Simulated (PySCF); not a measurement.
## Fractional electron number in Tb (terbium, neutral)

The 6s beta orbital of [Xe] 4f9 6s2 is emptied in steps (occupation f), with all orbitals relaxed, ending at [Xe] 4f9 6s1. Calculation: PySCF 2.14, in def2-TZVP with the def2 core potential (28 electrons) (10s7p5d4f1g, 93 functions); scalar relativity through the core potential. The exact energy is a straight line in f; departures are measured from the line between the end points of the same method.

```
  f  UHF (eV)
  1     0.000
0.9     0.016
0.7     0.034
0.5     0.038
0.3     0.030
0.1     0.012
  0     0.000
```

```tsv
method	E(f=0) − E(f=1) (eV)	−ε at f=1 (eV)	−ε at f=0.5 (eV)
UHF	4.730	4.912	4.717
```

Orbital energy along the path (eV):

```
  f     UHF
  1  -4.912
0.9  -4.864
0.7  -4.782
0.5  -4.717
0.3  -4.664
0.1  -4.621
  0  -4.602
```

Reference removal energy between the ground levels: 5.864 eV (measured; NIST Atomic Spectra Database, ionization energies). The calculation has no spin-orbit coupling. UHF lacks correlation.
